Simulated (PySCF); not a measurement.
NMR data simulated for an unnamed compound:

¹H NMR (400 MHz, computed): δ 5.77 (s, 1H), 4.48 (br s, 1H), 4.24 (br s, 1H), 1.97 (s, 3H).

¹³C{¹H} NMR (computed): δ 163.1 (C), 96.7 (CH2), 24.8 (CH3).

[PySCF: GIAO PBE0/pcSseg-1 shieldings; geometry: GFN2-xTB; isolated molecule; averaged over atoms made equivalent by symmetry, fast rotation or ring inversion; one computed conformer; non-relativistic]

δ = σ(ref) − σ, references computed at the same level: ¹H, ¹³C against TMS.

Q: Which of these does the molecule contain: an S-methyl group, a carboxylic acid, a Si–H bond, a non-aromatic C=C double bond, a methoxy group?

A: 
- An S-methyl group: no.
- A carboxylic acid: no.
- A Si–H bond: yes (δH 5.77 (s)).
- A non-aromatic C=C double bond: yes.
- A methoxy group: no.

The data belong to SMILES C=C(C)O[SiH](Cl)Cl, C3H6Cl2OSi; they needn't prove each group on their own.

Carbon signals by region: 1 in the far downfield region (above 160 ppm), 1 at 50–100 ppm, 1 below 50 ppm. Above 160 ppm: 163.1, alkene carbon bearing oxygen.

Shifts are as computed. Against solution values, carbons near 30 ppm lie about +3 ppm off and those near 130 ppm about +5 ppm. Of 1211 compounds with measured shifts, 218 miss one by over three times the rms of a fit or turn the order of signals round; such compounds aren't used in these exercises. No couplings were computed; multiplicities are counted from neighbouring protons, with m where these are inequivalent, close in shift, in a saturated or five-membered ring or joined by F or P, and br s for small geminal =CH2 splittings.
